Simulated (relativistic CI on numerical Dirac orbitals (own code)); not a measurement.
Method of calculation: Dirac-Coulomb-Breit CI, separate exchange-only KLI orbitals for each configuration, QED by a radiative potential, unscaled Slater integrals (own radial code, finite nucleus).

The strongest absorption lines from the ground level of an ion, among the configurations computed and to levels below about 158 eV (vacuum wavelength in Å, gf): 78.427 (0.044), 78.431 (0.022), 86.804 (0.1), 86.813 (0.051), 113.02 (0.37), 113.05 (0.19), 876.32 (0.23), 883.72 (0.12).

Which ion is it?
A. F⁶⁺
B. N⁴⁺
C. B²⁺
D. Na⁸⁺

A. F⁶⁺ has 3 electrons and the ground level 2s ²S1/2; the strongest line goes to 3p ²P°3/2. The pattern of lines fixes the number of electrons, and along that sequence the line energies rise steadily with the charge (about as its square where n changes within one kind of shell, about linearly where n is kept but much faster in heavy ions where fine structure, which grows about as Z⁴, sets the gap, and irregularly where shells cross), which fixes Z. Configurations outside the model, such as inner-shell arrays, can give stronger lines. At this charge configurations can still be misplaced by up to about 7 % of their energy. 9 of the 9 excited levels that our extract of the measured tables holds in this range could be paired (the sources list more); they are missed by 1009 cm⁻¹ on average and 1189 at most, and levels without a partner can miss by more.
